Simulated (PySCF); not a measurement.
Bonds (- single, = double, # triple, : aromatic): C1=N2 1.267 Å, N2-C3 1.393 Å, C3:C4 1.431 Å, C4:C5 1.366 Å, C5:S6 1.719 Å, S6:C7 1.714 Å, C7:C3 1.381 Å. C1 carries H8, H9; C4 carries H10; C5 carries H11; C7 carries H12. H9 is cis to C3; H8 is trans to C3.

Geometry: PBE0-D3(BJ)/def2-SVP; GIAO absolute shieldings from PySCF 2.14.0 with density-fitted response routines, gas phase, non-relativistic, averaged over equivalent atoms.

At PBE0/pcSseg-1 (151 basis functions, 11 s wall time on 1 thread of an Arm Neoverse V2, shared host):
```tsv
atoms	σ (ppm)
C3	24.7
C1	28.4
C5	51.2
C4	52.5
C7	71.2
N2	-133.4
S6	290.9
H9	23.62
H8	24.03
H10	24.07
H11	24.14
H12	24.75
```

Q: Predict the values at wB97X-D/pcSseg-2 on the same geometry.

A: 
| atoms | σ at wB97X-D/pcSseg-2 | change |
| --- | --- | --- |
| C3 | 17.6 | -7.1 |
| C1 | 22.6 | -5.8 |
| C5 | 44.2 | -7.0 |
| C4 | 47.1 | -5.4 |
| C7 | 65.0 | -6.2 |
| N2 | -140.1 | -6.7 |
| S6 | 271.6 | -19.3 |
| H9 | 23.47 | -0.15 |
| H8 | 24.05 | +0.02 |
| H10 | 24.05 | -0.02 |
| H11 | 23.94 | -0.20 |
| H12 | 24.54 | -0.21 |

The largest change is at S6 (aromatic ring sulfur). Cost: 329 basis functions, 79 s wall time on 1 thread of an Arm Neoverse V2, shared host. The order of the carbon signals is the same at both levels.
